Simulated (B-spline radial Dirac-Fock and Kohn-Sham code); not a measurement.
# How the levels of barium move as electrons are removed

Method: Dirac-Fock (average of configuration) total-energy differences with a finite nucleus, the Breit interaction including its frequency dependence, and self-energy and vacuum-polarisation corrections. Computed with a radial B-spline solver. Each ion is free and in its tabulated ground configuration. Correlation and solid-state effects are left out.

Reference: Ba⁶⁺, [Kr] 4d10 5s2 5p2, with K 37523.4 eV, M1 1378.6 eV, M3 1148.8 eV, M4 879.5 eV, N5 170.0 eV, Kα1 (K-L3) 32191.8 eV, Kβ1 (K-M3) 36374.6 eV, Lℓ (L3-M1) 3953.1 eV. Shifts from it, in eV (a dash: the subshell is empty, belongs to an open shell averaged over j, or its hole state is left out as unreliable):

```csv
ion,configuration,K,M1,M3,M4,N5,Kα1,Kβ1,Lℓ
Ba⁷⁺,[Kr] 4d10 5s2 5p1,+18.0,+17.2,+17.2,+17.3,+16.4,+0.38,+0.77,+0.35
Ba⁸⁺,[Kr] 4d10 5s2,?,?,?,?,?,?,?,?
Ba⁹⁺,[Kr] 4d10 5s1,+57.3,+54.7,+54.9,+55.2,+52.0,+1.11,+2.39,+1.49
Ba¹⁰⁺,[Kr] 4d10,+78.8,+75.1,+75.3,+75.7,+71.1,+1.67,+3.44,+2.02
Ba¹¹⁺,[Kr] 4d9,+113.4,+108.3,+108.5,+109.1,–,+1.54,+4.94,+3.61
```

Q: Give the missing shifts for Ba⁸⁺.

A: K +36.8, M1 +35.2, M3 +35.1, M4 +35.3, N5 +33.4, Kα1 +0.82, Kβ1 +1.66, Lℓ +0.76 (eV).

Over this range K (1s) moves by +113.4 eV and Kα1 by +1.5 eV: a line is a difference of two levels that shift in the same direction.
